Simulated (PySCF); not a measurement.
C₄H₉Al. Atoms are numbered in the order given.

```xyz
14

Al     0.7680    -0.1451     0.4503
C     -0.5266    -1.3936    -0.4603
C     -1.0162    -0.1066    -0.9790
C     -0.3264     0.7352    -1.8005
H     -1.2647    -1.9752     0.1012
H      0.0296    -2.0051    -1.1841
H     -1.9155     0.3013    -0.4975
H      0.5623     0.4052    -2.3476
H     -0.6989     1.7390    -2.0156
H      2.2131    -0.1357    -0.1950
C      0.2860     0.8389     2.0766
H      0.6488     1.8804     2.0496
H      0.7439     0.3682     2.9651
H     -0.8028     0.8648     2.2487
```

Geometry optimised at B3LYP-D3(BJ)/def2-SVP. The structure was generated by enumeration; whether it is a known compound was not checked. Other conformers were not sampled.

Method: PBE0/pcSseg-1 (PySCF).

GIAO shieldings, no solvent; atoms listed in one row are averaged. δ = σ(ref) − σ: ¹³C against TMS (σ = 186.3 ppm); ¹H against TMS (σ = 31.56 ppm), references at their B3LYP-D3(BJ)/def2-TZVP geometries, non-relativistic.

```json
[
 {"nucleus": "¹³C", "atoms": "C3", "count": "1", "δ (ppm)": "147.7"},
 {"nucleus": "¹³C", "atoms": "C4", "count": "1", "δ (ppm)": "110.3"},
 {"nucleus": "¹³C", "atoms": "C2", "count": "1", "δ (ppm)": "28.3"},
 {"nucleus": "¹³C", "atoms": "C11", "count": "1", "δ (ppm)": "-11.7"},
 {"nucleus": "¹H", "atoms": "H7", "count": "1", "δ (ppm)": "6.57"},
 {"nucleus": "¹H", "atoms": "H9", "count": "1", "δ (ppm)": "5.39"},
 {"nucleus": "¹H", "atoms": "H8", "count": "1", "δ (ppm)": "5.18"},
 {"nucleus": "¹H", "atoms": "H10", "count": "1", "δ (ppm)": "3.96"},
 {"nucleus": "¹H", "atoms": "H5", "count": "1", "δ (ppm)": "2.36"},
 {"nucleus": "¹H", "atoms": "H6", "count": "1", "δ (ppm)": "2.19"},
 {"nucleus": "¹H", "atoms": "H12, H13, H14", "count": "3", "δ (ppm)": "-0.30"}
]
```
